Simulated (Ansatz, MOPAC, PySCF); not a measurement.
System: AsH5, net charge 0, singlet state. SMILES: [AsH5]
Geometry from a B3LYP-D3(BJ)/def2-TZVP (Ansatz, a first-principles code) optimisation:
```xyz
6

As     0.0000     0.0000     0.0000
H      0.0069    -0.0006     1.6054
H     -0.0069     0.0006    -1.6054
H      1.5317     0.0008    -0.0066
H     -0.7666     1.3261     0.0038
H     -0.7651    -1.3269     0.0028
```
Charge 0, spin multiplicity 1.

Wanted: vertical ionisation energy to the doublet, in eV. Set-up: each state is the SCF solution reached for its charge and spin; no dispersion term unless named; six Cartesian d functions in 6-31G* and its kin unless marked 5d; LANL2DZ with its own core potentials from Na on; UHF or UKS for open shells; frozen cores in correlated levels (noble-gas shells and the d and f shells of earlier blocks); non-relativistic; PM7 with its own dispersion and hydrogen-bond terms; no spin-orbit coupling. First-principles rows: single points at B3LYP-D3(BJ) geometries (Ansatz). Semi-empirical rows: differences of heats of formation at the shared geometry for vertical values.

| level | program | vertical ionisation energy to the doublet (eV) |
|---|---|---|
| PM6 | MOPAC | 6.08 |
| PM7 | MOPAC | 7.86 |
| MNDO | MOPAC | 7.34 |
| HF/6-31G* | Ansatz | 7.73 |
| PBE/6-31G* | Ansatz | 8.16 |
| PBE/6-31G* with LANL2DZ past Ar | Ansatz | 8.20 |
| B3LYP/STO-3G | Ansatz | 6.05 |
| B3LYP/6-31G* | Ansatz | 8.35 |
| M06-2X/6-31G* with LANL2DZ past Ar (5d) | PySCF | 8.43 |
| MP2/6-31G* with LANL2DZ past Ar | Ansatz | 7.86 |
| wB97X-V/def2-TZVPD | Ansatz | 8.46 |

No value to compare with is used here. The 10 habitual levels span 6.05 (B3LYP/STO-3G) to 8.43 eV (M06-2X/6-31G* with LANL2DZ past Ar (5d)); wB97X-V/def2-TZVPD gives 8.46.

The levels are drawn from those run, B3LYP/6-31G* more often than the rest, none by its result; left out are runs that failed, that the program found above a lower state of the same kind, or whose <S^2> lies over 0.5 above the pure value.
